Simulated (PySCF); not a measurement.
Compound: C₅H₉ClFSi (doublet state).
Atom-mapped SMILES: `[CH3:1]/[CH:2]=[C:3](\[SiH2:4])[C@H:5]([Cl:6])[CH2:7][F:8]` (hydrogens: H9, H10, H11 on C1; H12 on C2; H13, H14 on Si4; H15 on C5; H16, H17 on C7)

Geometry (GFN2-xTB, Å), atoms numbered from 1 in this order:
```xyz
17
C5H9ClFSi angstrom
C      2.4319   -0.0040    0.8011
C      1.1963   -0.6456    0.2708
C      0.1435    0.0228   -0.2525
Si     0.0195    1.8521   -0.4373
C     -1.0508   -0.7783   -0.6764
Cl    -1.5510   -0.3281   -2.3473
C     -2.2451   -0.6193    0.2576
F     -2.5571    0.6976    0.4680
H      2.8653   -0.6109    1.5939
H      2.2150    0.9886    1.1912
H      3.1828    0.0976    0.0151
H      1.1731   -1.7280    0.3072
H     -1.1402    2.4523   -1.0551
H      1.2602    2.6040   -0.5083
H     -0.8115   -1.8452   -0.7227
H     -3.1391   -1.0991   -0.1529
H     -1.9998   -1.0444    1.2375
```

The hyperfine couplings belong to this conformer and change with its torsions.

Level of theory: PySCF, UKS B3LYP, pcH-1 on C Cl F H Si, non-relativistic, mean-field spin-orbit, GIAO. Geometry: GFN2-xTB, one conformer, isolated molecule. Couplings are sensitive to structure, and on GFN2-xTB geometries they can be far from those on DFT ones, by a factor of two or more for some ions and for spin on atoms past the first row. No stability test was run, so a lower SCF solution isn't excluded.

Task: Give the principal g shifts and their parts.

Result: 
| Δg (ppm) | 1 | 2 | 3 |
| --- | --- | --- | --- |
| relativistic mass correction | -130 | -130 | -130 |
| gauge correction | 11 | 33 | 36 |
| orbital Zeeman/spin–orbit | -101 | 1346 | 2187 |
| total | -220 | 1249 | 2093 |

So g = 2.00210, 2.00357, 2.00441 and g_iso = 2.00336; the tensor is rhombic: the two nearest values differ by 36 % of g3 − g1. Axes: g3 points within 6° of the C2–H12 bond.

Task: What are the electron Larmor frequencies g μB B/h along the three axes at 340 mT?

Result: 9.5274, 9.5344, 9.5384 GHz for g1, g2 and g3, a range of 11.0 MHz.

Task: Average each term over the three axes. Which is largest in size?

Result: The orbital-Zeeman/spin–orbit term 1144, the mass correction -130 and the gauge correction 27 ppm, for a total of 1041 ppm. The orbital-Zeeman/spin–orbit term is the largest in size. The mass correction is the same along every axis, so the anisotropy comes from the other two: their spans along these axes are 25 (gauge) and 2289 ppm (orbital Zeeman/spin–orbit).

Task: In a frozen sample, at which fields do the three g values resonate at 9.5, 34, 94 and 263 GHz (hyperfine left aside), and which band first spreads them over more than twice a line width of 0.3 mT?

Result: 
```
band    GHz  B(g3) mT  B(g2) mT  B(g1) mT  spread mT
   X    9.5    338.63    338.77    339.02       0.39
   Q   34.0   1211.94   1212.45   1213.34       1.40
   W   94.0   3350.65   3352.06   3354.52       3.87
   J  263.0   9374.69   9378.64   9385.53      10.83
```

The spread grows in proportion to the frequency. Q band is the first where it exceeds 0.6 mT.

Largest spin populations (Mulliken): Si4 (+0.95), C2 (+0.28) and C3 (-0.15). The angles at Si4 add up to 354.8°, so it is nearly planar; its axial dipolar tensor and the negative couplings of its protons fit spin in a p orbital normal to that plane.

The HOMO–LUMO gaps are 4.19 eV among the α and 5.14 eV among the β orbitals.
